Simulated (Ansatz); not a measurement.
Relaxation of AlClFHTe (5 atoms, charge 0, multiplicity 1), to a largest force component of 0.015 eV/Å in at most 40 steps.

These are results of RKS PBE0/def2-SVP in Ansatz, not measurements.

```xyz
5
Properties=species:S:1:pos:R:3
F 0.045 -0.802 2.152
Al 0.252 -0.361 0.568
Cl 1.902 -0.992 -0.419
Te -1.528 1.079 -0.452
H -0.670 1.076 -1.848
```

Q: Where does it end, and by what steps?

A: The forces met the threshold. After 4 steps the energy has fallen by 0.048 eV; Cl3 moved furthest, 0.04 Å.

| step | energy less start (eV) | largest force component (eV/Å) | accepted |
| --- | --- | --- | --- |
| 0 | 0.0000 | 1.103 | yes |
| 1 | -0.0449 | 0.212 | yes |
| 2 | -0.0468 | 0.053 | yes |
| 3 | -0.0479 | 0.093 | yes |
| 4 | -0.0480 | 0.002 | yes |

```xyz
5
Properties=species:S:1:pos:R:3
F 0.041 -0.809 2.166
Al 0.235 -0.352 0.583
Cl 1.939 -1.010 -0.431
Te -1.535 1.083 -0.444
H -0.681 1.088 -1.874
```

Time of the run: 19 s on 1 CPU thread of a shared host.
